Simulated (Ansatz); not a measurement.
Mulliken charges of CH₄BClN₂, SMILES `N=C(Cl)BN` from PBE/def2-TZVPP in Ansatz (PBE0-D4/def2-TZVP geometry).

```
atom   x (Å)   y (Å)   z (Å)  charge (e)
  N1   2.087   0.211   0.227      -0.179
  C2   0.894   0.313  -0.131       0.033
 Cl3   0.403   1.483  -1.413      -0.172
  B4  -0.280  -0.550   0.485       0.004
  N5  -1.571  -0.381   0.035      -0.209
  H6   2.725   0.836  -0.264       0.160
  H7  -0.015  -1.338   1.337       0.007
  H8  -1.806   0.284  -0.686       0.165
  H9  -2.350  -0.904   0.393       0.190
```

By hand: the dipole of these point charges (1 e Å = 4.8032 D).

Σ q r = (-0.395, -0.206, 0.121) e Å, of length 0.462 e Å = 2.22 D.

How does the dipole of the full density compare? (Estimate.)

The calculation gave: (-0.453, -0.010, -0.088) e Å, 2.22 D; the point charges give 1.00 times that, at 37° from its direction.

Point charges leave out the atoms' own dipoles, such as those of lone pairs, and Mulliken's split depends on the basis, so the two needn't agree.
